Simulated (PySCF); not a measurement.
YO₂, SMILES [O]=[Y]=[O] (connectivity only; charge and spin as stated), neutral, multiplicity 2.

The structure is a stationary point at PBE-D3(BJ)/def2-TZVP. The def2 effective core potentials stand for the cores of Y; spin–orbit coupling is left out.

Calculation: PBE/def2-TZVPD in PySCF.

Gas-phase values at a fixed geometry.

Computed frontier levels, dipole moment and polarisability:
- α spin, highest occupied and lowest empty level: -6.08 and -3.01 eV
- β spin, highest occupied and lowest empty level: -5.77 and -4.83 eV
- dipole moment: 6.31 D
- quadrupole, principal values (traceless, Buckingham form, about the centre of nuclear charge): -20.18, 9.00, 11.18 D·Å
- mean static polarisability: 52.2 bohr³ (7.73 Å³)
- polarisability, principal values: 31.6, 36.8, 88.1 bohr³
- ⟨S²⟩: 0.759 (pure state 0.75)
